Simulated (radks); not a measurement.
Spherical jellium clusters: N electrons in a uniform positive sphere of charge N and radius rs N^(1/3), rs = 2.92 bohr. Method: non-relativistic Kohn-Sham, LDA (Slater exchange, Perdew-Wang correlation), spin-polarised, spherical densities; computed with a radial shooting solver with Libxc functionals. Levels are named by radial order and angular momentum (1s, 1p, 1d, 2s, ...), and open shells are averaged over m.

N = 2, configuration 1s2. This is the lowest configuration that the search found. Occupied and some empty levels:

| level | occupation | eigenvalue (eV) | <r> (bohr) |
|---|---|---|---|
| 1s | 2 | -4.0615 | 3.297 |
| 1p | 0 | -1.0425 | 5.436 |
| 2s | 0 | -0.11106 | 11.70 |

Energy (eV): total -2.91837, kinetic 4.7734, external -32.319, Hartree 14.978, exchange-correlation -8.1021, background 17.752. Static polarisability (adiabatic kernel): 97.91 bohr^3, against R^3 = 49.79 for a classical metal sphere.

Electron density:

| r (bohr) | n(r) (e/bohr^3) |
|---|---|
| 0.327 | 0.01525 |
| 0.874 | 0.01413 |
| 1.42 | 0.01218 |
| 1.97 | 0.009701 |
| 2.51 | 0.007103 |
| 3.06 | 0.004774 |
| 3.61 | 0.002957 |
| 4.15 | 0.001717 |
| 4.70 | 0.0009572 |
| 5.25 | 0.0005180 |
| 5.79 | 0.0002751 |
| 6.34 | 0.0001438 |
| 6.89 | 0.00007441 |
